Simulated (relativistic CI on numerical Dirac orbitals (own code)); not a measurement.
Sr III: calculation against measurement

Computed by Dirac-Coulomb-Breit CI, orbitals from a KLI potential per configuration, model QED, valence Slater integrals scaled by 0.85, configuration energies shifted to the measured levels that pair with them (semi-empirical) (own radial code, finite nucleus).

CI space (outside the closed core [Ar] 3d10): 4s2.4p6, 4s2.4p5.4d, 4s2.4p5.5s, 4s2.4p5.5p, 4s2.4p5.5d, 4s2.4p5.6s, 4s2.4p5.4f, 4s2.4p5.6p, 4s2.4p5.5f, 4s2.4p5.5g, 4s2.4p4.4d2, 4s.4p6.4d, 4s2.4p5.6d, 4s2.4p5.6f, 4p6.4d2, 4s.4p6.5s. Levels of other configurations are missing.

| Configuration | Term (tabulated) | J | Measured (cm⁻¹) | Computed | Error | Purity (%) |
| --- | --- | --- | --- | --- | --- | --- |
| 4s2.4p6 | 1S | 0 | 0.0 | 0 | 0 | 98 |
| 4s2.4p5.4d | 2[1/2]° | 0 | 176434.8 | 176223 | -211 | 99 |
| 4s2.4p5.4d | 2[1/2]° | 1 | 177698.2 | 177449 | -249 | 96 |
| 4s2.4p5.4d | 2[3/2]° | 2 | 180213.5 | 179882 | -332 | 90 |
| 4s2.4p5.4d | 2[7/2]° | 4 | 183123.4 | 182789 | -334 | 100 |
| 4s2.4p5.4d | 2[7/2]° | 3 | 185105.9 | 184949 | -157 | 88 |
| 4s2.4p5.4d | 2[5/2]° | 2 | 187564.7 | 187586 | 21 | 77 |
| 4s2.4p5.5s | 2[3/2]° | 2 | 192655.9 | 192614 | -42 | 95 |
| 4s2.4p5.4d | 2[5/2]° | 3 | 193106.3 | 193085 | -21 | 61 |
| 4s2.4p5.5s | 2[3/2]° | 1 | 194411.5 | 194354 | -57 | 50 |
| 4s2.4p5.4d | 2[5/2]° | 2 | 196290.1 | 196862 | 572 | 48 |
| 4s2.4p5.4d | 2[3/2]° | 1 | 197226.0 | 197357 | 131 | 96 |
| 4s2.4p5.4d | 2[3/2]° | 2 | 198738.1 | 199029 | 290 | 56 |
| 4s2.4p5.4d | 2[5/2]° | 3 | 199916.0 | 199993 | 77 | 54 |
| 4s2.4p5.5s | 2[1/2]° | 0 | 202081.3 | 202123 | 42 | 99 |
| 4s2.4p5.5s | 2[1/2]° | 1 | 203342.0 | 203387 | 45 | 50 |
| 4s2.4p5.5p | 2[1/2] | 1 | 221795.4 | 221126 | -670 | 87 |
| 4s2.4p5.5p | 2[5/2] | 2 | 225310.7 | 225409 | 98 | 57 |
| 4s2.4p5.5p | 2[5/2] | 3 | 225843.1 | 225816 | -27 | 100 |
| 4s2.4p5.5p | 2[3/2] | 1 | 227495.4 | 227535 | 39 | 47 |
| 4s2.4p5.5p | 2[3/2] | 2 | 228539.0 | 228377 | -162 | 69 |
| 4s2.4p5.4d | 2[3/2]° | 1 | 228708.7 | 230713 | 2005 | 80 |
| 4s2.4p5.5p | 2[1/2] | 0 | 232236.6 | 232124 | -112 | 74 |
| 4s2.4p5.5p | 2[3/2] | 1 | 234753.4 | 234982 | 229 | 67 |
| 4s2.4p5.5p | 2[3/2] | 2 | 236636.5 | 236664 | 27 | 40 |
| 4s2.4p5.5p | 2[1/2] | 1 | 236855.6 | 236719 | -136 | 65 |
| 4s2.4p5.5p | 2[1/2] | 0 | 241000.5 | 241200 | 199 | 72 |
| 4s2.4p5.5d | 2[1/2]° | 0 | 268448.6 | 268596 | 147 | 99 |
| 4s2.4p5.6s | 2[3/2]° | 2 | 268660.4 | 268532 | -128 | 97 |
| 4s2.4p5.5d | 2[1/2]° | 1 | 268961.0 | 269018 | 57 | 59 |
| 4s2.4p5.6s | 2[3/2]° | 1 | 269388.3 | 269436 | 48 | 43 |
| 4s2.4p5.5d | 2[7/2]° | 4 | 269810.7 | 269724 | -87 | 100 |
| 4s2.4p5.5d | 2[3/2]° | 2 | 270011.5 | 270040 | 29 | 61 |
| 4s2.4p5.5d | 2[7/2]° | 3 | 270340.6 | 270213 | -127 | 62 |
| 4s2.4p5.5d | 2[5/2]° | 2 | 271165.0 | 271011 | -154 | 45 |
| 4s2.4p5.5d | 2[5/2]° | 3 | 271723.4 | 271473 | -250 | 65 |
| 4s2.4p5.5d | 2[3/2]° | 1 | 275109.5 | 276027 | 918 | 76 |
| 4s2.4p5.6s | 2[1/2]° | 0 | 278375.2 | 278347 | -28 | 100 |
| 4s2.4p5.6s | 2[1/2]° | 1 | 278706.2 | 278734 | 28 | 61 |
| 4s2.4p5.5d | 2[5/2]° | 2 | 279794.6 | 279791 | -3 | 69 |
| 4s2.4p5.4f | 2[3/2] | 1 | 279824.2 | 279763 | -62 | 96 |
| 4s2.4p5.5d | 2[3/2]° | 2 | 280126.4 | 280130 | 3 | 42 |
| 4s2.4p5.5d | 2[5/2]° | 3 | 280523.9 | 280433 | -91 | 36 |
| 4s2.4p5.4f | 2[9/2] | 5 | 280662.3 | 280620 | -42 | 99 |
| 4s2.4p5.4f | 2[9/2] | 4 | 280806.8 | 280807 | 0 | 50 |
| 4s2.4p5.4f | 2[5/2] | 3 | 280920.7 | 281156 | 235 | 49 |
| 4s2.4p5.4f | 2[7/2] | 3 | 281886.4 | 281818 | -68 | 38 |
| 4s2.4p5.4f | 2[7/2] | 4 | 281955.9 | 281896 | -60 | 68 |
| 4s2.4p5.5d | 2[3/2]° | 1 | 284397.7 | 287256 | 2859 | 60 |
| 4s2.4p5.4f | 2[5/2] | 3 | 290733.5 | 290752 | 18 | 41 |
| 4s2.4p5.4f | 2[7/2] | 3 | 290831.4 | 290856 | 25 | 67 |
| 4s2.4p5.4f | 2[7/2] | 4 | 290926.6 | 290978 | 52 | 37 |
| 4s2.4p5.5f | 2[3/2] | 1 | 303474.5 | 303501 | 27 | 97 |
| 4s2.4p5.5f | 2[9/2] | 5 | 304102.0 | 304075 | -27 | 99 |
| 4s2.4p5.5g | 2[5/2]° | 2 | 305981.3 | 305983 | 1 | 100 |
| 4s2.4p5.5g | 2[11/2]° | 6 | 306059.1 | 306058 | -1 | 100 |

Measured levels from Sansonetti, J. Phys. Chem. Ref. Data 41, 013102 (2012); pairs were made by configuration, J and term (by order where the table uses no LS term), so strongly mixed levels may be paired wrongly.

Mean error by configuration (cm⁻¹): 4s2.4p5.4d 149; 4s2.4p5.5s -3; 4s2.4p5.5p -51; 4s2.4p5.5d 275; 4s2.4p5.6s -20; 4s2.4p5.4f 11; 4s2.4p5.5f 0; 4s2.4p5.5g 0. Over the excited levels the mean absolute error is 216 cm⁻¹ (55 of the 69 excited levels that our extract of the source holds in range could be paired, and the others can miss by more), and the median relative error of those above 1,000 cm⁻¹ is 0.029 %, both after the shifts were fitted to these levels, so that a configuration with one level shows no error.

Configurations whose levels could be paired with our table of measured levels were shifted onto them, all but the ground configuration, by the median error of their levels; single terms can still be off by 1,000 to 2,000 cm⁻¹ or more, and rates follow the energies as ν³ (E1, M1) or ν⁵ (E2). The others borrow a shift and can be off by several thousand cm⁻¹ or more. The fine structure of a lone outer electron comes out too small, for d and f at times inverted, and misplaced configurations move strength between like terms. 55 of the 69 excited levels that our extract of the measured tables holds in this range could be paired (the sources list more); they are missed by 216 cm⁻¹ on average and 2859 at most, after the shifts were fitted to these levels, and levels without a partner can miss by more.

Shifts applied (cm⁻¹): 4s2.4p6 0; 4s2.4p5.4d -12212; 4s2.4p5.5s -14224; 4s2.4p5.5p -12591; 4s2.4p5.5d -11528; 4s2.4p5.6s -11863; 4s2.4p5.4f -14408; 4s2.4p5.5f -13709; 4s2.4p5.5g -12962.
